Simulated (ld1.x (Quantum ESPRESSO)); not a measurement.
**Reading a pseudo-wave (Mo (Z = 42))**

Columns: radius, all-electron u(r) and pseudo u(r) of the 4p shell (level -38.49 eV) of molybdenum in the configuration [Ar] 3d10 4s2 4p6 4d5 5s1 5p0; PBE, scalar-relativistic, RRKJ scheme, ld1.x (Quantum ESPRESSO) 7.5.

| r (bohr) | all-electron | pseudo |
| --- | --- | --- |
| 0.098 | 0.3119 | 0.0109 |
| 0.196 | -0.2094 | 0.0458 |
| 0.294 | -0.5240 | 0.1100 |
| 0.392 | -0.4314 | 0.2080 |
| 0.490 | -0.1221 | 0.3393 |
| 0.588 | 0.2330 | 0.4954 |
| 0.686 | 0.5428 | 0.6598 |
| 0.784 | 0.7736 | 0.8116 |
| 0.882 | 0.9228 | 0.9307 |
| 0.980 | 1.0000 | 1.0033 |
| 1.078 | 1.0205 | 1.0259 |
| 1.176 | 0.9996 | 1.0048 |
| 1.274 | 0.9509 | 0.9533 |
| 1.372 | 0.8853 | 0.8855 |
| 1.470 | 0.8108 | 0.8108 |
| 1.568 | 0.7333 | 0.7333 |
| 1.666 | 0.6566 | 0.6566 |
| 1.764 | 0.5834 | 0.5834 |
| 1.862 | 0.5150 | 0.5150 |
| 1.960 | 0.4523 | 0.4523 |
| 2.058 | 0.3956 | 0.3956 |
| 2.156 | 0.3448 | 0.3448 |
| 2.254 | 0.2996 | 0.2996 |
| 2.352 | 0.2598 | 0.2598 |
| 2.450 | 0.2247 | 0.2247 |
| 2.548 | 0.1940 | 0.1940 |

Problem. How many radial nodes do the two functions have?

Solution. The all-electron 4p function has n − l − 1 = 2; the pseudo-wave has 0, since the states of the same l below it are removed with the core.

Problem. At about which radius was the pseudo-wave matched?

Solution. 1.45 bohr, where the columns begin to agree (steps of 0.10 bohr).

Problem. Where does each function peak?

Solution. Outermost all-electron maximum near 1.08 bohr, pseudo maximum near 1.08 bohr (to the table’s step).

Problem. Is the pseudo-wave norm-conserving?

Solution. Yes: the RRKJ scheme keeps the norm inside the radius equal to the all-electron one, which fixes the energy derivative of the logarithmic derivative at the level.
